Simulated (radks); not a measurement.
Numerical settings for neutral selenium, [Ar] 3d10 4s2 4p4. Calculated with a radial shooting solver on a logarithmic mesh with Libxc functionals: scalar-relativistic Kohn-Sham, BLYP, spin-polarised, spherical densities, finite nucleus; open shells are filled with parallel spins first; Fermi nuclear charge, rms radius 4.14 fm. The defaults (mesh step 0.008 in ln r, mesh end at 40 bohr or more with all orbitals vanishing there, Anderson mixing 0.5 over 9 steps, residual threshold near 1e-9 with the energy settled to 1e-9 hartree or 1e-11 of itself, here a cap of 55 iterations) give E = -2430.3959 hartree and 4p at -5.603 eV in 16 iterations. Run on one thread of a shared host, so times are rough (Arm Neoverse N1): 0.24 s of CPU time, 0.24 s wall, 16 iterations on 2381 mesh points. Changes against that run (0 stands for a change within the tolerance of the run):

| setting | iterations | converged | E (mhartree) | e(4p) (meV) | CPU (s) |
|---|---|---|---|---|---|
| mesh step in ln r 0.08 | 20 | yes | +0.128 | -0.00601 | 0.06 |
| mesh step in ln r 0.005 | 28 | yes | 0 | 0 | 0.54 |
| mesh step in ln r 0.012 | 15 | yes | 0 | 0 | 0.16 |
| mesh end (bohr) 1 | 55 | level above zero | +1.21e+05 | +5.45e+05 | 1 |
| mesh end (bohr) 20 | 16 | yes | 0 | 0 | 0.23 |
| residual threshold 1e-05 | 12 | yes | 0 | +0.00583 | 0.2 |
| residual threshold 0.001 | 9 | yes | 0 | +1.73 | 0.16 |
| mixing 0.2 | 21 | yes | 0 | 0 | 0.31 |
| linear mixing, mixing 0.5 | 41 | no | diverged | - | 0.45 |
| linear mixing, mixing 0.8 | 17 | no | diverged | - | 0.29 |
| mixing history 2 | 39 | yes | 0 | 0 | 0.44 |
| iteration cap 3 | 3 | no | +15.9 | -454 | 0.06 |

Settled on a wrong energy, with an occupied level pushed above zero by the early mesh end: mesh end (bohr) 1 (+121 hartree). Apart from these: no run marked as converged misses the energy by more than 1 mhartree. A mesh that ends early acts as a hard wall.
